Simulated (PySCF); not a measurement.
Ga(Cl)(SH)2 (ClGaH₂S₂), SMILES [Cl][Ga]([SH])[SH].

Coordinates come from a PBE0-D3(BJ)/def2-SVP optimisation. The structure was generated by enumeration; whether it is a known compound was not checked. Other conformers were not sampled.

The numbers are results of HF/def2-TZVP (PySCF), not measurements.

Symmetry labels are those of the subgroup C2v that the program uses (full group C2v).

Q: List the valence orbital energies around the gap with their symmetry. (Estimate from the structure and the level; the computed values follow.)

A: 
```csv
orbital,symmetry,energy (eV)
HOMO−7,B2,-15.39
HOMO−6,A1,-14.61
HOMO−5,A1,-13.14
HOMO−4,B1,-12.90
HOMO−3,B2,-12.86
HOMO−2,B2,-11.56
HOMO−1,B1,-11.26
HOMO,A2,-10.73
LUMO,B1,1.90
LUMO+1,A1,2.17
LUMO+2,A1,2.85
LUMO+3,B2,3.99
```
